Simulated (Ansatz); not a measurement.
Ir(acac)(CO)2 (C₇H₇IrO₄), SMILES [Ir]1(<-[C-]#[O+])(<-[O]=C(C)C=C(C)[O]1)<-[C-]#[O+], multiplicity 1. Atoms are numbered in the order given.

```xyz
19

Ir     0.0409     0.6253    -0.0008
C     -2.7044    -2.7673    -0.0003
C     -1.3826    -2.0448    -0.0025
C     -0.1827    -2.7747    -0.0079
C      1.1025    -2.2083    -0.0104
C      2.3182    -3.0976    -0.0160
O      1.3609    -0.9573    -0.0084
O     -1.4750    -0.7708     0.0007
H     -2.5902    -3.8587    -0.0033
H     -3.2812    -2.4609     0.8869
H     -3.2867    -2.4565    -0.8823
H     -0.2542    -3.8615    -0.0103
H      2.9356    -2.8697     0.8675
H      2.0621    -4.1646    -0.0179
H      2.9309    -2.8654    -0.9016
O      2.3325     2.5704    -0.0036
C      1.4448     1.8416    -0.0024
O     -1.9762     2.8538     0.0108
C     -1.1916     2.0150     0.0063
```

Geometry optimised at B3LYP-D3(BJ)/def2-SVP. The spin state was assumed, not searched. The isomer is the one that the SMILES or the coordinates give; other isomers of the formula were not compared. The def2 effective core potentials stand for the cores of Ir; spin–orbit coupling is left out. One conformer was computed; it need not be the lowest.

Two levels are set side by side: PBE-D3(BJ)/def2-SVP (Ansatz, a program for electronic structure) and B3LYP-D3(BJ)/def2-SVP (Ansatz). Each level has its own optimised geometry; the coordinates shown are those of the second. Differences are taken from unrounded values.

| quantity | B3LYP-D3(BJ) | PBE-D3(BJ) | PBE-D3(BJ) minus B3LYP-D3(BJ) |
|---|---|---|---|
| mean bond length (Å) | 1.379 | 1.384 | 0.005 |
| bond Ir1–O7 (Å) | 2.061 | 2.062 | 0.001 |
| bond Ir1–O8 (Å) | 2.061 | 2.062 | 0.001 |
| bond Ir1–C17 (Å) | 1.857 | 1.848 | -0.009 |
| bond Ir1–C19 (Å) | 1.857 | 1.848 | -0.009 |
| bond C2–C3 (Å) | 1.506 | 1.508 | 0.001 |
| bond C3–C4 (Å) | 1.404 | 1.410 | 0.006 |
| bond C3–O8 (Å) | 1.277 | 1.289 | 0.011 |
| bond C4–C5 (Å) | 1.404 | 1.410 | 0.006 |
| bond C5–C6 (Å) | 1.506 | 1.508 | 0.001 |
| bond C5–O7 (Å) | 1.277 | 1.289 | 0.011 |
| bond O16–C17 (Å) | 1.149 | 1.163 | 0.014 |
| bond O18–C19 (Å) | 1.149 | 1.163 | 0.014 |
| bond C2–H9 (Å) | 1.097 | 1.105 | 0.007 |
| bond C2–H10 (Å) | 1.102 | 1.109 | 0.008 |
| bond C2–H11 (Å) | 1.102 | 1.109 | 0.008 |
| bond C4–H12 (Å) | 1.089 | 1.098 | 0.009 |

GGA bonds tend to be longer and softer than those of functionals with exact exchange. Differences between two approximate levels are no errors against the true value.
